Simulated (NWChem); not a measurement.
A series in which one site is exchanged, each optimised at PBE0/def2-SVP with NWChem, gas phase unless a solvent is named. All stand in one matching conformer (torsions within 35°), which need not be the lowest. For some, no frequency run checked for a minimum. def2 effective core potentials on Sn; no spin-orbit coupling.

A: [OH][SnH]([OH])[Br] (SnH3O2Br; site = Br)
B: [OH][SnH]([OH])[F] (SnH3O2F; site = F)
C: [OH][SnH]([OH])[Cl] (SnH3O2Cl; site = Cl)

**Question.** Rank them by lowest singlet excitation, B3LYP/def2-SVPD, TDA (eV), lowest first.

**Answer.** A (5.25), C (5.69), B (5.94)
